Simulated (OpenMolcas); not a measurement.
Ce III.

```
Program             : OpenMolcas 26.06
Basis               : ANO-R2 [8s6p5d2f1g]
Scalar Hamiltonian  : X2C, finite nucleus
Active space        : 2 electrons in 7 orbitals (4f)
State averaging     : 2S+1 = 3 even, 21 roots; 2S+1 = 1 even, 28 roots
Spin-orbit coupling : state interaction with AMFI integrals over the reference wave functions, term energies averaged over their components
```

Two sets of levels on these reference wave functions, in cm⁻¹ above 4f² ³H₄: one from CASSCF and one from SS-CASPT2, IPEA 0.25 Eh, imaginary shift 0.1 Eh (closed shells correlated: 5s 5p).

```json
{"Level": "4f² ³H₄", "Set 1": "0.0", "Set 2": "0.0"}
{"Level": "4f² ³H₅", "Set 1": "1678", "Set 2": "1656"}
{"Level": "4f² ³H₆", "Set 1": "3450", "Set 2": "3430"}
{"Level": "4f² ³F₂", "Set 1": "4600", "Set 2": "5600"}
{"Level": "4f² ³F₃", "Set 1": "5670", "Set 2": "6660"}
{"Level": "4f² ¹D₂", "Set 1": "16920", "Set 2": "19260"}
{"Level": "4f² ¹I₆", "Set 1": "19940", "Set 2": "23010"}
{"Level": "4f² ³P₀", "Set 1": "21510", "Set 2": "24550"}
{"Level": "4f² ³P₁", "Set 1": "21990", "Set 2": "25000"}
{"Level": "4f² ³P₂", "Set 1": "22870", "Set 2": "25850"}
{"Level": "4f² ¹S₀", "Set 1": "44880", "Set 2": "52700"}
```

Which set is which?

Set 1 is SS-CASPT2. Its levels of the other terms of 4f² lie at 0.82 to 0.88 of the other set's values, as expected, since terms of lower spin or lower L gain more correlation energy than the Hund ground term. Against 10 measured levels (Martin, Zalubas and Hagan, Atomic Energy Levels: The Rare-Earth Elements, NSRDS-NBS 60 (1978)) the mean absolute deviation is 3700 cm-1 with it and 6200 cm-1 without; single levels miss by up to 12000 cm-1 with it.

CASPT2 breaks the degeneracy within a term, and the mean is taken; among the terms shown or strongly mixed into the levels shown the widest spread is 930 cm-1 (4f² ¹I, SS-CASPT2). Over all roots computed the reference weight is 0.85 to 0.93 in SS-CASPT2; the roots of lowest weight are the least certain, and an intruder state may touch them. Without dynamic correlation excited terms often stand tens of per cent too high (terms of higher spin than the ground term too low), and those without a measured partner can miss by more than the paired ones (holds for CASSCF). Some levels mix across a computed gap that differs much from the measured one, so their mixing is not that of the real levels (holds for SS-CASPT2). Some terms miss by over 15 % even with CASPT2, which points to a basis or an active space too small for the shells correlated (holds for SS-CASPT2). Computed and measured levels are paired by configuration, term and J; levels that our copy of the source lacks, or whose pairing is in doubt (as where it misses far off the trend of its configuration), stay unpaired and out of the deviations. Levels of configurations outside the active space are missing. Levels that lie high or do not pair safely by name in every column are left out.
